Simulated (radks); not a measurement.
The numbers below are computed, except where a source is named.
Ionisation of the thulium ion Tm53+, [Ne] 3s2 3p4, to Tm54+, [Ne] 3s2 3p3, under several functionals. Scalar-relativistic Kohn-Sham, spin-polarised, spherical densities, finite nucleus; open shells are filled with parallel spins first (spin-orbit coupling, left out, can overturn this in heavy ions); a radial shooting solver on a logarithmic mesh with Libxc functionals.

functional,E(Tm53+) (hartree),Exc (hartree),IE (eV),-e(HOMO) (eV),<r> HOMO (bohr),IE error (eV)
Wu-Cohen GGA,-10694.2923,-150.4783,5111.3,5059.5,0.1996,+67.3
r2SCAN,-10696.7685,-152.0770,5107.5,5058.2,0.1998,+63.5
MS2 meta-GGA,-10696.1932,-151.9636,5106.9,5057.1,0.1998,+62.9
PBEsol,-10691.6470,-147.8415,5109.6,5058.2,0.1996,+65.6
PBE,-10695.5587,-151.7490,5110.4,5058.9,0.1996,+66.4
revPBE,-10696.0874,-152.2827,5110.0,5058.8,0.1996,+66.0
SOGGA,-10691.4415,-147.6353,5109.3,5057.9,0.1996,+65.3
exchange-only B88,-10695.7104,-151.8958,5109.1,5057.6,0.1996,+65.1

NIST Atomic Spectra Database: 5044 eV (theoretical). Closest: MS2 meta-GGA. The Delta-SCF values span 4.33 eV, the total energies 5.33 hartree. The highest occupied level is 3p. Open shells are spherical and high-spin; term and fine-structure splittings are not resolved. Spin-orbit splitting is averaged out at the scalar-relativistic level.
